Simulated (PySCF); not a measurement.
CHF₂, SMILES F[CH]F, multiplicity 2.

The structure is a stationary point at PBE0-D3(BJ)/def2-TZVP. The isomer is the one that the SMILES or the coordinates give; other isomers of the formula were not compared.

Calculation: TDA-PBE/def2-TZVPD in PySCF.

Vertical excitations. Isolated molecule, no solvent.

Computed excitation energies, oscillator strengths and character:
```
state    energy (eV)  λ (nm)      f                              main pairs
-------  -----------  ------  -----  --------------------------------------
root 1          5.12     242  0.015                       α HOMO→LUMO 100 %
root 2          5.91     210  0.001                      α HOMO→LUMO+1 99 %
root 3          5.97     208  0.006                     α HOMO→LUMO+2 100 %
root 4          6.68     186  0.032                      α HOMO→LUMO+3 95 %
root 5          7.08     175  0.003                        β HOMO→LUMO 94 %
root 6          7.28     170  0.000                      β HOMO−1→LUMO 98 %
root 7          7.76     160  0.000                      α HOMO→LUMO+4 96 %
root 8          7.87     157  0.011                      α HOMO→LUMO+5 95 %
root 9          7.98     155  0.019  α HOMO→LUMO+7 21 %, β HOMO−2→LUMO 71 %
root 10         7.98     155  0.033                      α HOMO→LUMO+6 96 %
```
Unrestricted roots are not spin-pure.
